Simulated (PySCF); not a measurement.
Vertical excitations of a molecule C3H4Cl2OSi from TDDFT-PBE/def2-SVPD (PySCF 2.14.0), as energy in eV (oscillator strength): 5.56 (0.000), 5.76 (0.013), 5.86 (0.001), 6.01 (0.005), 6.06 (0.005), 6.23 (0.008), 6.29 (0.014), 6.42 (0.009), 6.49 (0.009), 6.66 (0.028). Lowest triplet (TDA): 4.79 eV. Coordinates come from a B3LYP-D3(BJ)/def2-SVP optimisation. Other conformers were not sampled.

Pick the molecule that these values belong to.
A. Cl/C=C1\CO[Si@@H]1Cl
B. Cl[SiH](Cl)C1=CCO1
C. C#C[Si](Cl)(Cl)OC
D. O[Si@@]1(Cl)C=C(Cl)C1

C, C#C[Si](Cl)(Cl)OC
